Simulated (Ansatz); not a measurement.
Correlation energies of C₂H₆FOY, SMILES `C[O][Y]([CH3])[F]` by basis set

```xyz
11

C    -1.0613   -1.2119   -1.8903
O    -0.1722   -0.8212   -0.8987
Y     0.9994   -0.4176    0.6789
C     0.7270    1.7708    1.5358
F     1.4695   -1.8271    2.0267
H    -0.5294   -1.4844   -2.8106
H    -1.7598   -0.4029   -2.1372
H    -1.6517   -2.0826   -1.5786
H     1.4014    2.0051    2.3699
H    -0.2919    1.9149    1.9224
H     0.8689    2.5569    0.7818
```

The species carries charge 0 and has multiplicity 1. Correlated methods include outer-core shells of Y, which these sets cover unevenly. Y: def2 effective core potential. The structure was optimised at the PBE0-D4/def2-TZVP level. It is one conformer, not always the lowest. Frozen core, restricted reference, Ansatz 0.2.0.

```csv
basis,HF (Eh),MP2 corr.
def2-SVP,-291.34897,-0.84577
def2-TZVPP,-291.66190,-1.11043
def2-QZVPP,-291.67849,-1.22689
```

Estimate the CCSD correlation energy and the (T) correction in each basis where they were run (hartree).


| basis | CCSD corr. | (T) |
| --- | --- | --- |
| def2-SVP | -0.88561 | -0.02213 |
| def2-TZVPP | -1.13880 | -0.04007 |
